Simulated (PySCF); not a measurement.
Method used: core-valence-separated Tamm–Dancoff BHandHLYP/aug-pcX-1 (pcseg-1 on H) in PySCF, non-relativistic, gas phase, PBE0-D3(BJ)/def2-SVP geometry. No empirical shift is added; at this level the pattern usually sits a few eV under experiment.

Main lines of an unknown, eV (oscillator strength): C K: 283.1 (0.065), 283.2 (0.056), 283.2 (0.064), 283.4 (0.058), 285.4 (0.008); F K: 685.5 (0.031), 686.3 (0.005). Listed: the first five lines at most of each edge with a tenth or more of its strongest line's intensity; roots within 0.03 eV on the same or equivalent atoms are summed. Only the lowest roots were sought, and the top ones are left out.

Question: Which candidate gives them?
A. `C=C/C(=C\C)CF`
B. `F[C@H]1CC12CCC2`
C. `C=C=CC[C@H](C)F`
D. `C=C1CC[C@@H]1CF`

Answer: C. 

- `C=C=CC[C@H](C)F`: C K: 283.1 (0.065), 283.2 (0.056), 283.2 (0.064), 283.4 (0.058), 285.4 (0.008); F K: 685.5 (0.031), 686.3 (0.005). First C line listed at 283.1 eV, hole on the central carbon of cumulated double bonds; first F line listed at 685.5 eV, hole on the alkyl fluorine.
- `F[C@H]1CC12CCC2`: C K: 285.6 (0.010), 285.6 (0.014), 285.7 (0.012), 285.8 (0.014), 285.9 (0.018); F K: 685.6 (0.026), 686.7 (0.010), 687.2 (0.003), 687.3 (0.003), 687.8 (0.004). First C line listed at 285.6 eV, hole on the four-membered-ring carbon; first F line listed at 685.6 eV, hole on the alkyl fluorine.
- `C=C1CC[C@@H]1CF`: C K: 282.6 (0.054), 282.7 (0.062), 285.2 (0.007), 285.4 (0.007), 285.5 (0.008); F K: 685.4 (0.025), 686.4 (0.007), 687.6 (0.006). First C line listed at 282.6 eV, hole on the terminal =CH2 carbon (1s→π*); first F line listed at 685.4 eV, hole on the alkyl fluorine.
- `C=C/C(=C\C)CF`: C K: 282.4 (0.055), 282.4 (0.062), 282.7 (0.053), 283.1 (0.053), 285.6 (0.007); F K: 685.5 (0.025), 686.7 (0.012), 687.3 (0.004), 687.8 (0.003), 688.0 (0.004). First C line listed at 282.4 eV, hole on the terminal =CH2 carbon (1s→π*); first F line listed at 685.5 eV, hole on the alkyl fluorine.

One conformer each; other structures than these candidates weren't tested.

The values belong to the conformer `[CH2:1]=[C:2]=[CH:3][CH2:4][C@H:5]([CH3:6])[F:7]`: C2–C3–C4–C5 -105°, C3–C4–C5–C6 -62°.
